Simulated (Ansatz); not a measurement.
Ligand exchange: B(CH3)(SiH3)2 + C3H10Si → B(SiH3)3 + C4H10

Species: B(CH3)(SiH3)2, singlet; C3H10Si `CC(C)[SiH3]`, singlet; B(SiH3)3, singlet; C4H10 (isobutane) `CC(C)C`, singlet. The partners trade CH3 for SiH3: B–CH3 and C–SiH3 bonds give way to B–SiH3 and C–CH3.

Shapes, held fixed at every level: PBE0-D4/def2-TZVP. Programs: Ansatz 0.2.0. The zero-point and thermal change to 298 K, harmonic and unscaled (PBE0-D4/def2-TZVP), is +4.4 kJ/mol.

```json
{"level": "SPW92/def2-TZVPP", "kind": "LDA", "ΔH(298 K) (kJ/mol)": "+32.9", "less CCSD(T)/CBS estimate": "-0.3", "CPU time (sum over the molecules)": "18 s"}
{"level": "PBE-D4/def2-TZVPP", "kind": "GGA", "ΔH(298 K) (kJ/mol)": "+32.0", "less CCSD(T)/CBS estimate": "-1.2", "CPU time (sum over the molecules)": "33 s"}
{"level": "B3LYP-D4/def2-TZVPP", "kind": "global hybrid", "ΔH(298 K) (kJ/mol)": "+36.6", "less CCSD(T)/CBS estimate": "+3.4", "CPU time (sum over the molecules)": "66 s"}
{"level": "BHLYP-D4/def2-TZVPP", "kind": "global hybrid", "ΔH(298 K) (kJ/mol)": "+35.5", "less CCSD(T)/CBS estimate": "+2.3", "CPU time (sum over the molecules)": "38 s"}
{"level": "r2SCAN0-D4/def2-TZVPP", "kind": "global hybrid", "ΔH(298 K) (kJ/mol)": "+34.7", "less CCSD(T)/CBS estimate": "+1.5", "CPU time (sum over the molecules)": "55 s"}
{"level": "wB97X-V/def2-TZVPP", "kind": "range-separated hybrid", "ΔH(298 K) (kJ/mol)": "+34.7", "less CCSD(T)/CBS estimate": "+1.5", "CPU time (sum over the molecules)": "97 s"}
{"level": "CCSD(T)/CBS estimate", "kind": "coupled cluster or CI", "ΔH(298 K) (kJ/mol)": "+33.2", "less CCSD(T)/CBS estimate": "0.0", "CPU time (sum over the molecules)": "22 min"}
```

The highest level, CCSD(T)/CBS estimate, gives ΔH(298 K) = +33.2 kJ/mol; the levels span +32.0 to +36.6. The column of differences is taken from that level and isn't an error. No measured value is set beside it here. The CBS estimate extrapolates MP2 from def2-TZVPP and def2-QZVPP and adds CCSD(T) − MP2 in the triple-zeta set, cores frozen. Times are processor times on shared x86 and Arm servers, and rough.
